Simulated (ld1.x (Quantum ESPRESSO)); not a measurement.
# What one change does to a pseudopotential (indium, RRKJ)

ld1.x (Quantum ESPRESSO) 7.5 input, shortened:

```
&input
   title='In', zed=49., rel=1, dft='WC', iswitch=3,
   config='[Kr] 4d10 5s2 5p1'
 /
 &inputp
   pseudotype=2, tm=.false., rho0=0.001, lloc=-1, rcloc=1.95,
   nlcc=.true., rcore=1.30
 /
2
5S  1  0   2.00   0.00  1.95  1.95  0.0
5P  2  1   1.00   0.00  2.00  2.00  0.0
 &test
   configts(1)='5s2 5p1'
 /
```

All-electron outer shells of the reference configuration (Wu–Cohen, scalar-relativistic, ld1.x):

```csv
shell,level (eV),outermost node (bohr),outermost maximum (bohr)
4p,-78.04,0.42,0.82
4d,-18.57,0.40,0.94
5s,-8.27,1.02,2.16
5p,-2.50,1.14,2.85
```

Change: local potential the p channel.

Cutoffs: the cutoffs (Ry, on a coarse ladder) from which the occupation-weighted sum of valence levels, in a spherical-Bessel basis at the reference potential, stays within 10 and 1 mRy of its value at 400 Ry; they do not see the model core or the augmentation charge, which bear on the density cutoff. Errors are all-electron minus pseudo energies relative to the spin-unpolarised reference configuration.

Question: How do hardness, ghosts and transferability respond?

Answer: The potential gets harder (12 Ry and 30 Ry → 18 Ry and 35 Ry); both files keep a bound ghost (s); the number of tests that count goes from 6 to 7; of the 6 tests that both files solve, the error grows in 4 and shrinks in 0 by more than 15 % and 0.3 meV (median size 3.3 → 19.8 meV); the range in which the s phases agree widens (upper end -0.5 → at the end of the scan).

```tsv
quantity	base	changed
cutoff, loose	12 Ry	18 Ry
cutoff, tight	30 Ry	35 Ry
loose cutoff by channel (10 mRy a level)	s 8 Ry, p 6 Ry	s 10 Ry, p 6 Ry
bound ghosts	s	s
tests counted (converged, no solver errors)	6 of 7	7 of 7
error for 5s2 5p0, meV [ΔE 5.35 eV]	+1.3	-19
error for 5s2 5p0.5, meV [ΔE 1.93 eV]	-0.1	-3.0
error for 5s1 5p1, meV [ΔE 12.04 eV]	+5.7	-62
error for 5s2 5p1.3, meV [ΔE -0.52 eV]	+0.2	-0.1
error for 5s0 5p3, meV [ΔE 12.05 eV]	-68	-72
error for 5s1 5p2, meV [ΔE 5.90 eV]	-5.3	-20
s: phases at 2.20 bohr within 0.05 rad from the reference energy up to (Ry; the scan ends near 5)	-0.5	to the end of the scan
p: phases at 2.20 bohr within 0.05 rad from the reference energy up to (Ry; the scan ends near 5)	0.4	0.7
```

Base: Tests not counted: 5s1 5p0 (solver errors, printed error -1.4 eV). A true bound ghost makes a file unfit for plane-wave use even where its test errors are small: the radial tests pick states by their node count and pass the ghost by. Where a test does run into it, the solver fails or the error is huge.
